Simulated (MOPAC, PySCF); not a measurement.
C8H10SSi, SMILES `C=C([SiH3])c1cccc(S)c1` (Si–C–C–C torsion 38°, C–C–S–H torsion 178°), neutral singlet in the gas phase. 

Cartesian coordinates (Å):
SMILES: C=C([SiH3])c1cccc(S)c1
```xyz
20

C     -1.8547    -1.1579     1.3043
C     -1.4983    -0.3178     0.3140
Si    -2.8290     0.3305    -0.8600
C     -0.0830     0.0836     0.0986
C      0.2424     1.3857    -0.3208
C      1.5761     1.7545    -0.5052
C      2.6055     0.8393    -0.2913
C      2.2970    -0.4710     0.1103
S      3.6494    -1.6032     0.3383
C      0.9593    -0.8387     0.2984
H     -1.1238    -1.5456     2.0234
H     -2.8911    -1.4776     1.4451
H     -2.4642     0.0317    -2.2750
H     -4.1222    -0.3284    -0.5206
H     -2.9978     1.8086    -0.7363
H     -0.5487     2.1203    -0.4824
H      1.8188     2.7724    -0.8197
H      3.6461     1.1352    -0.4431
H      2.9071    -2.6581     0.7404
H      0.7110    -1.8634     0.5815
```
Charge 0, spin multiplicity 1.

All levels are single points at this geometry (B3LYP-D3(BJ)/def2-SVP); Pople sets use spherical d functions. Orbital energies aren't observables, and empty levels follow the basis.

B3LYP/6-31G* in PySCF gives dipole (D) = 0.90.

### Question
Estimate the dipole (D) from each of these levels: PBE-D3(BJ)/def2-TZVP in PySCF; ωB97X-D3(BJ)/def2-TZVP in PySCF; B3LYP/3-21G in PySCF; B3LYP/6-311+G** in PySCF; B3LYP/LANL2DZ in PySCF; PBE/6-31G* in PySCF; SVWN5/6-31G* in PySCF; HF/3-21G in PySCF; HF/6-31G* in PySCF; HF/STO-3G in PySCF; AM1 in MOPAC; PM6 in MOPAC.

### Answer

```json
[
 {"level": "PBE-D3(BJ)/def2-TZVP in PySCF", "dipole (D)": "0.68"},
 {"level": "ωB97X-D3(BJ)/def2-TZVP in PySCF", "dipole (D)": "0.87"},
 {"level": "B3LYP/3-21G in PySCF", "dipole (D)": "1.16"},
 {"level": "B3LYP/6-311+G** in PySCF", "dipole (D)": "0.85"},
 {"level": "B3LYP/LANL2DZ in PySCF", "dipole (D)": "1.10"},
 {"level": "PBE/6-31G* in PySCF", "dipole (D)": "0.85"},
 {"level": "SVWN5/6-31G* in PySCF", "dipole (D)": "0.88"},
 {"level": "HF/3-21G in PySCF", "dipole (D)": "1.43"},
 {"level": "HF/6-31G* in PySCF", "dipole (D)": "1.15"},
 {"level": "HF/STO-3G in PySCF", "dipole (D)": "0.82"},
 {"level": "AM1 in MOPAC", "dipole (D)": "1.65"},
 {"level": "PM6 in MOPAC", "dipole (D)": "1.78"}
]
```
